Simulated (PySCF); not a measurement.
CH₄Be. Atoms are numbered in the order given.

```xyz
6

Be     0.0000     0.0000    -1.0691
H      0.0000     0.0000    -2.4074
C      0.0000     0.0000     0.6056
H     -0.8798     0.5079     1.0167
H      0.8798     0.5079     1.0167
H      0.0000    -1.0159     1.0167
```
Charge 0, spin multiplicity 1.

The structure is a stationary point at PBE0-D3(BJ)/def2-TZVPD.

Level of theory: IEF-PCM-PBE0/def2-TZVPD (PySCF).

The values are the electrostatic part of the solvation free energy, E(continuum) − E(gas) at the gas-phase geometry, in a cavity of scaled van der Waals radii (PySCF's table); cavitation and dispersion terms are not included. A continuum can't describe solvent molecules that bind to the metal. In vacuum the orbital gap is 8.11 eV. The dipole moment in vacuum is 0.59 D.

| solvent | ε | ΔG(elec) (kcal/mol) | dipole (D) | gap (eV) |
|---|---|---|---|---|
| water | 78.36 | -3.3 | 0.66 | 8.28 |
| ethanol | 24.85 | -3.1 | 0.66 | 8.27 |
| cyclohexanone | 15.62 | -3.0 | 0.66 | 8.26 |
